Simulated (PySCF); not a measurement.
CH2F, SMILES [CH2]F (connectivity only; charge and spin as stated), charge +1, multiplicity 1.

Geometry optimised at PBE0-D3(BJ)/def2-TZVPD. The spin state was assumed, not searched. The isomer is the one that the SMILES or the coordinates give; other isomers of the formula were not compared.

Two levels are set side by side: TDA-PBE/def2-TZVPD (PySCF) and ADC(2)/aug-cc-pVDZ (PySCF). Vertical, same geometry; the bases differ. Differences are taken from unrounded values.

```csv
quantity,TDA-PBE
lowest singlet excitation (eV),5.07
```

Task: These are the TDA-PBE values. What does ADC(2) give? (The exact figures need the calculation; the answer reports its results.)

Result: 
| quantity | ADC(2) | TDA-PBE minus ADC(2) |
|---|---|---|
| lowest singlet excitation (eV) | 5.33 | -0.26 |

Functionals without exact exchange tend to place singlet excitations lower, as here. Differences between two approximate levels are no errors against the true value.

Rough cost on one machine, each run with all the roots and properties that it gave: ADC(2) against TDA-PBE within a factor of 2.
